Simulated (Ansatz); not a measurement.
`CBC[SiH2]F`. Charge 0, multiplicity 1.

```xyz
13

C     1.012   -1.326   -1.059
B     0.215    0.010   -1.006
C    -1.014    0.238   -0.091
Si   -0.476    1.058    1.496
F     0.654    0.169    2.207
H     1.169   -1.644   -2.096
H     0.579   -2.153   -0.494
H     2.023   -1.140   -0.671
H     0.611    0.939   -1.661
H    -1.543   -0.677    0.193
H    -1.726    0.964   -0.506
H    -1.612    1.164    2.445
H     0.106    2.398    1.242
```

**Question.** Give the diagnostics of a CCSD(T)/def2-TZVPP run (frozen core, Ansatz 0.2.0). (Estimate.)

**Answer.** Computed: T1 = 0.0110, largest single amplitude 0.016, largest double 0.017, (T) share of the correlation energy 3.3 %, 9 CCSD cycles. The RHF solution is stable towards an unrestricted one. T1 lies under the customary mark of 0.02 for closed shells.
